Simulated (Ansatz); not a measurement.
Computed with Ansatz on PBE0-D4/def2-TZVP structures; ΔE is electronic, products minus reactants. CBS: MP2 limit from def2 TZ/QZ plus the TZ coupled-cluster correction, frozen cores. This one scheme is used for every species. Functionals use def2-TZVPP. One conformer a species, not always the lowest.

Consider the ligand exchange at the Si–F bond: `F[SiH](F)F` + `C=N` → `C=N[SiH](F)F` + H–F.

CCSD(T)/CBS gives +1.07 eV.

Question: Another level gave +1.07 eV. Which?
A. HF/def2-TZVPP
B. BHLYP/def2-TZVPP
C. LC-ωPBE/def2-TZVPP
D. PBE-D4/def2-TZVPP

Answer: C. LC-ωPBE 1.07, BHLYP 1.14, PBE-D4 1.00, HF/def2-TZVPP 1.19 eV.

Largest T1 diagnostic among the species: 0.013.

In def2-TZVPP, CCSD(T) changes the Hartree–Fock value by −0.09 eV (the triples alone add −0.02 eV) and MP2 by −0.13 eV. Leaving LDA and LC-ωPBE aside and taking each functional with its dispersion term where it has one, the values, not all of them listed here, spread over 0.19 eV, from revPBE-D4 to B97M-V. LDA lies −0.05 eV from PBE without D4. The D4 term adds −0.08 eV with B3LYP and −0.04 eV with PBE0; it sums over pairs of atoms, weighted by their polarisabilities, and B3LYP, whose exchange is more repulsive, gets the larger term.

B3LYP here is the variant with VWN-RPA as its local correlation; programs differ in this.
